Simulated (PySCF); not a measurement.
A GIAO shielding run with PySCF (density fitting, non-relativistic, gas phase) on SMILES COC([SiH3])([SiH3])O[S@@](C)=O, C₃H₁₂O₃SSi₂:

```
$ OMP_NUM_THREADS=1 python probes_run.py task.json out

{"job": {"kind": "nmr", "xc": "PBE0", "basis": "pcSseg-1"}, "charge": 0, "multiplicity": 1}
C     -1.983999    -0.942305     1.475879
O     -1.592151     0.192494     0.738456
C     -0.606514     0.005781    -0.243395
Si    -0.842872    -1.468052    -1.447069
Si    -0.573474     1.746578    -1.090564
O      0.624514    -0.407693     0.365604
S      1.534474     0.743099     1.131795
C      3.098281     0.315293     0.248841
O      1.122387     2.025308     0.564223
H     -2.609136    -0.577079     2.289290
H     -2.559473    -1.637758     0.854484
H     -1.116159    -1.466345     1.887830
H     -2.184203    -1.416897    -2.024402
H     -0.636899    -2.732508    -0.734041
H      0.203530    -1.340321    -2.458838
H     -1.658608     1.555601    -2.081416
H     -1.025055     2.815549    -0.220334
H      0.630317     1.895893    -1.907054
H      2.969095     0.535650    -0.804148
H      3.295971    -0.739459     0.398476
H      3.901054     0.914116     0.664995
```

Hardware: 1 thread of an Arm Neoverse N1, shared host. The job also computes population analyses, field gradients.

Question: How large is the calculation?

Answer: 98 electrons, 234 basis functions and 1287 auxiliary functions.

Question: How long does it take, and how much memory does it need?

Answer: 110 s of wall time, with 15 SCF cycles and 5 response iterations; peak memory 1.1 GiB. Times on a shared host scatter by some tens of per cent.
